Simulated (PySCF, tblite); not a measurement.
Isomers of C4H11NSi. Computed values, GFN2-xTB/tblite, gas phase, harmonic and unscaled. This tight-binding method is rough: wavenumbers can miss measured ones by several per cent, in bad cases by 10 to 20. Modes of hydrogen on silicon can be 10 to 20 % off. One conformer each.

Electronic energies: PBE0/pcSseg-1 single points on the GFN2-xTB geometries (PySCF, gas phase).

```csv
SMILES,"electronic energy, lowest = 0 (kJ/mol)"
C=CCCN[SiH3],105.8
C=N[SiH2]C(C)C,86.0
C/C=N\[SiH](C)C,0.0
C=CC[SiH2]NC,80.4
C[C@@H]1C[Si@@H](C)N1,6.6
```

**Question.** How do GFN2-xTB zero-point energies change the relative energies?

**Answer.** 
```csv
SMILES,ZPE (kJ/mol),of it from modes above 1550 cm⁻¹,electronic (kJ/mol),"with ZPE, lowest = 0 (kJ/mol)",lowest mode (cm⁻¹),rings
C/C=N\[SiH](C)C,365.9,204.3,0.0,0.0,40,0
C[C@@H]1C[Si@@H](C)N1,375.7,196.1,6.6,16.4,83,1
C=CC[SiH2]NC,364.1,201.5,80.4,78.6,38,0
C=N[SiH2]C(C)C,363.9,197.9,86.0,83.9,40,0
C=CCCN[SiH3],360.9,197.1,105.8,100.8,44,0
```

The zero-point energies span 14.8 kJ/mol, from `C=CCCN[SiH3]` to `C[C@@H]1C[Si@@H](C)N1`. The order is unchanged.

**Question.** And how do the electronic energies of GFN2-xTB itself compare?

**Answer.** `C/C=N\[SiH](C)C` 25.0; `C[C@@H]1C[Si@@H](C)N1` 0.0; `C=CC[SiH2]NC` 51.4; `C=N[SiH2]C(C)C` 45.0; `C=CCCN[SiH3]` 14.1 kJ/mol, lowest = 0. Against the energies above, taken from the same isomer `C/C=N\[SiH](C)C`, the largest difference is 116.7 kJ/mol.

**Question.** What do entropy and thermal enthalpy add at 298.15 K and 1 bar (rigid rotor, harmonic oscillator, one conformer each)?

**Answer.** 
```tsv
SMILES	point group	symmetry number	S (J/(mol K))	H − H(0) (kJ/mol)	ZPE + H − H(0) − TS (kJ/mol)
C/C=N\[SiH](C)C	Cs	1	407.1	28.56	273.1
C[C@@H]1C[Si@@H](C)N1	C1	1	365.5	24.21	290.9
C=CC[SiH2]NC	C1	1	394.7	26.75	273.1
C=N[SiH2]C(C)C	C1	1	387.7	26.62	274.9
C=CCCN[SiH3]	C1	1	384.4	25.40	271.7
```
